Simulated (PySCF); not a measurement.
Cartesian coordinates in Å; atom numbers follow the order of the lines, from 1:
```xyz
24

C    -0.508   -1.920    0.927
Si   -1.034   -0.645   -0.355
Si   -2.498    0.962    0.523
N    -2.846    2.073   -0.777
C     0.441    0.319   -1.053
C     1.378    0.965   -0.001
C     2.529    0.022   -0.446
C     2.917   -0.978    0.534
N     3.197   -1.781    1.320
C     1.633   -0.504   -1.602
H     0.214   -2.639    0.510
H    -0.035   -1.447    1.800
H    -1.383   -2.487    1.280
H    -1.707   -1.341   -1.504
H    -1.816    1.751    1.600
H    -3.690    0.315    1.178
H    -3.310    2.949   -0.557
H    -3.231    1.689   -1.635
H     0.034    1.046   -1.773
H     1.605    2.023   -0.193
H     1.085    0.869    1.055
H     3.439    0.543   -0.780
H     1.989   -0.171   -2.587
H     1.515   -1.597   -1.635
```

Geometry: PBE0-D3(BJ)/def2-SVP; GIAO shifts from PySCF, gas phase, non-relativistic, averaged over equivalent atoms.

At wB97X-D/pcSseg-1 (254 basis functions, 2.5 min wall time on 1 thread of an Arm Neoverse N1, shared host):
| atoms | δ (ppm) |
| --- | --- |
| C8 | 129.4 |
| C10 | 27.6 |
| C6 | 26.8 |
| C7 | 19.5 |
| C5 | 12.7 |
| C1 | -11.2 |
| Si2 | -36.9 |
| Si3 | -51.1 |
| N9 | 305.0 |
| N4 | -3.8 |
| H16 | 4.77 |
| H15 | 4.58 |
| H14 | 3.98 |
| H22 | 2.67 |
| H23 | 2.62 |
| H20 | 2.60 |
| H19 | 1.99 |
| H24 | 1.96 |
| H21 | 1.89 |
| H11/H12/H13 | 0.51 |
| H17/H18 | -0.29 |

δ = σ(ref) − σ, references computed at the same level: TMS for $^{13}$C (σref 184.54) and $^{29}$Si (σref 352.93) and $^{1}$H (σref 31.38); $^{15}$N (σref 263.98) vs NH3.

Estimate the result of repeating the calculation with PBE0/pcSseg-1.

Results:


```json
{"atoms": "C8", "δ at PBE0/pcSseg-1": "128.6", "change": "-0.8"}
{"atoms": "C10", "δ at PBE0/pcSseg-1": "28.4", "change": "+0.8"}
{"atoms": "C6", "δ at PBE0/pcSseg-1": "27.4", "change": "+0.6"}
{"atoms": "C7", "δ at PBE0/pcSseg-1": "20.1", "change": "+0.6"}
{"atoms": "C5", "δ at PBE0/pcSseg-1": "14.0", "change": "+1.3"}
{"atoms": "C1", "δ at PBE0/pcSseg-1": "-11.4", "change": "-0.2"}
{"atoms": "Si2", "δ at PBE0/pcSseg-1": "-37.5", "change": "-0.6"}
{"atoms": "Si3", "δ at PBE0/pcSseg-1": "-51.1", "change": "+0.0"}
{"atoms": "N9", "δ at PBE0/pcSseg-1": "307.3", "change": "+2.3"}
{"atoms": "N4", "δ at PBE0/pcSseg-1": "-2.5", "change": "+1.3"}
{"atoms": "H16", "δ at PBE0/pcSseg-1": "4.90", "change": "+0.13"}
{"atoms": "H15", "δ at PBE0/pcSseg-1": "4.66", "change": "+0.08"}
{"atoms": "H14", "δ at PBE0/pcSseg-1": "4.03", "change": "+0.05"}
{"atoms": "H22", "δ at PBE0/pcSseg-1": "2.77", "change": "+0.10"}
{"atoms": "H23", "δ at PBE0/pcSseg-1": "2.70", "change": "+0.08"}
{"atoms": "H20", "δ at PBE0/pcSseg-1": "2.67", "change": "+0.07"}
{"atoms": "H19", "δ at PBE0/pcSseg-1": "2.12", "change": "+0.13"}
{"atoms": "H24", "δ at PBE0/pcSseg-1": "2.02", "change": "+0.06"}
{"atoms": "H21", "δ at PBE0/pcSseg-1": "1.96", "change": "+0.07"}
{"atoms": "H11/H12/H13", "δ at PBE0/pcSseg-1": "0.53", "change": "+0.02"}
{"atoms": "H17/H18", "δ at PBE0/pcSseg-1": "-0.33", "change": "-0.04"}
```

Shifts are taken against calculated references (same method and geometry level): $^{13}$C (σ = 184.41 ppm) and $^{29}$Si (σ = 351.99 ppm) and $^{1}$H (σ = 31.27 ppm) vs TMS; $^{15}$N (σ = 265.67 ppm) against NH3.

The largest change is at N9 (nitrile nitrogen). Cost: 254 basis functions, 2 min wall time on 1 thread of an Arm Neoverse N1, shared host. The order of the carbon signals is the same at both levels.

Experimental scales use liquid or dissolved standards, which lie at an offset from isolated NH3 (liquid NH3: subtract about 20 ppm). Unscaled 15N shifts of sp2 nitrogen come out 20 to 40 ppm too high even then.
